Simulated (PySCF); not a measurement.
Species: `C/C=P/CCC(F)(F)F`. The columns A, B, C and D hold Mulliken, IAO, Hirshfeld and ESP-fitted charges (e) of one PBE0/pcSseg-1 density (PySCF), in a shuffled order. Coordinates in Å (GFN2-xTB); the density's dipole moment is (0.98, -0.96, -2.75) D.

```tsv
atom	x	y	z	A	B	C	D
C1	2.981	0.680	0.181	-0.120	-0.208	-0.416	-0.445
C2	1.682	-0.017	-0.023	-0.093	-0.496	-0.376	+0.037
P3	0.802	-0.675	1.238	+0.086	+0.352	+0.343	-0.205
C4	-0.687	-1.333	0.282	-0.121	-0.481	-0.442	+0.056
C5	-1.621	-0.234	-0.220	-0.093	-0.282	-0.300	-0.376
C6	-2.182	0.586	0.922	+0.259	+0.772	+0.805	+0.601
F7	-1.247	1.329	1.536	-0.087	-0.264	-0.280	-0.177
F8	-2.757	-0.165	1.869	-0.090	-0.269	-0.285	-0.186
F9	-3.122	1.448	0.497	-0.102	-0.273	-0.288	-0.221
H10	2.911	1.716	-0.156	+0.049	+0.133	+0.156	+0.138
H11	3.769	0.202	-0.402	+0.049	+0.130	+0.155	+0.127
H12	3.266	0.675	1.231	+0.044	+0.120	+0.150	+0.164
H13	1.339	-0.070	-1.050	+0.039	+0.134	+0.138	+0.102
H14	-1.240	-2.005	0.942	+0.035	+0.164	+0.157	+0.077
H15	-0.331	-1.917	-0.570	+0.045	+0.159	+0.156	+0.036
H16	-2.472	-0.664	-0.755	+0.053	+0.154	+0.166	+0.135
H17	-1.098	0.456	-0.884	+0.047	+0.154	+0.162	+0.138
```

Question: Which column most likely holds the ESP-fitted charges?

Answer: D. Σ q r misses the density's dipole by 0.08 D (D), 1.63 D (C), 2.11 D (B), 2.17 D (A). Charges fitted to the outside potential are the only set here that is tied to the molecule's multipoles.

Question: And the Hirshfeld charges?

Answer: A. The mean sizes are 0.083 e (A), 0.190 e (D), 0.267 e (B), 0.281 e (C), and Hirshfeld charges are commonly the smallest of these schemes.

As computed, A = Hirshfeld, B = Mulliken, C = IAO, D = ESP-fitted. Hydrogens on carbon: Hirshfeld +0.03 to +0.05, Mulliken +0.12 to +0.16, IAO +0.14 to +0.17, ESP-fitted +0.04 to +0.16 e.

The ESP scheme fits charges at the nuclei, held to the total charge, to the electrostatic potential on points at 1.4 to 2.0 times the van der Waals radii. The IAO scheme counts the electrons in orthogonalised intrinsic atomic orbitals, a minimal basis polarised so that it spans the occupied orbitals exactly.

Isolated species at its GFN2-xTB geometry (one conformer only).

Conformer computed: `[CH3:1]/[CH:2]=[P:3]/[CH2:4][CH2:5][C:6]([F:7])([F:8])[F:9]`: C2–P3–C4–C5 -72°, P3–C4–C5–C6 -60°, C4–C5–C6–F7 68°.
